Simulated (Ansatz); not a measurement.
Ansatz results at the PBE0-D4/def2-TZVP geometry: ideal-gas entropy at 298 K and 1 bar (rigid rotor, harmonic PBE0-D4/def2-TZVP) 349 J/(mol·K); HOMO–LUMO gap (PBE/def2-TZVPP) 5.00 eV; zero-point energy (PBE0-D4/def2-TZVP) 15.2 kJ/mol.

(1) Which molecule gave them?
A. `[CH3][Ge]([OH])([OH])[OH]`
B. `[Cl][Ge]([Cl])([Cl])[Cl]`
C. `[CH3][Ge]([F])([F])[Cl]`
D. `[F][Ge]([Cl])([Cl])[I]`

## Answers

(1) B. The others give `[CH3][Ge]([F])([F])[Cl]`: 357, 6.70, 113.0; `[CH3][Ge]([OH])([OH])[OH]`: 369, 6.23, 204.5; `[F][Ge]([Cl])([Cl])[I]`: 379, 3.92, 15.9.
